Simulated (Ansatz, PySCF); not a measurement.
In(Br)(Me)(OH) (CH₄BrInO), SMILES [CH3][In]([Br])[OH].

The structure is a stationary point at B3LYP-D3(BJ)/def2-SVP. The def2 effective core potentials stand for the cores of In; spin–orbit coupling is left out. The values are those of a single conformer.

Vertical ionisation energy (IE) and electron affinity (EA) in eV. Rows of orbital energies are one-electron estimates. Where ΔSCF, EOM or ADC give a negative EA the extra electron is unbound and the value depends on the basis.

```tsv
level	IE	EA
−ε(HOMO), −ε(LUMO), ωB97X/def2-TZVP (PySCF)	10.33	-0.36
−ε(HOMO), −ε(LUMO), PBE/def2-TZVP (PySCF)	6.70	2.43
ΔSCF, CAM-B3LYP/def2-SVPD (Ansatz), final states of multiplicity 2 and 2	10.36	0.26
ΔSCF, PBE/def2-SVPD (Ansatz), final states of multiplicity 2 and 2	…	…
```

Question: Some entries are withheld; supply them. (An estimate is asked for; the answer gives what the named calculation found.)

Answer: 
- ΔSCF, PBE/def2-SVPD (Ansatz, a program for electronic structure), final states of multiplicity 2 and 2, IE: 9.72
- ΔSCF, PBE/def2-SVPD (Ansatz), final states of multiplicity 2 and 2, EA: 0.39

Question: What vertical singlet–triplet gap does ΔSCF give with CAM-B3LYP/def2-SVPD (Ansatz) and with PBE/def2-SVPD (Ansatz)? (The exact figures need the calculation; the answer reports its results.)

Answer: 4.97 and 4.29 eV (triplet above singlet where positive).
